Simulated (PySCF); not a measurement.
C₂H₃F₃O. Atoms are numbered in the order given.

```xyz
9

C     -0.0264     1.9368     0.0000
O     -0.7551     0.7218     0.0000
C     -0.0341    -0.4006     0.0000
F      0.7616    -0.4951     1.0727
F     -0.8599    -1.4284     0.0000
F      0.7616    -0.4951    -1.0727
H      0.6020     2.0180    -0.8999
H      0.6020     2.0180     0.8999
H     -0.7706     2.7408     0.0000
```
Charge 0, spin multiplicity 1.

Geometry: PBE0-D3(BJ)/def2-SVP.

Method: PBE/def2-TZVP run with PySCF.

Gas-phase values at a fixed geometry.

| Quantity | Result |
|---|---|
| total energy | -452.51758 hartree |
| point group | Cs |
| highest occupied level | -7.66 eV |
| lowest empty level | 0.66 eV |
| orbital gap | 8.33 eV |
| dipole moment | 2.24 D |
| quadrupole, principal values (traceless, Buckingham form, about the centre of nuclear charge) | -3.06, -1.98, 5.04 D·Å |
| mean static polarisability | 32.5 bohr³ (4.81 Å³) |
| polarisability, principal values | 30.0, 30.2, 37.3 bohr³ |
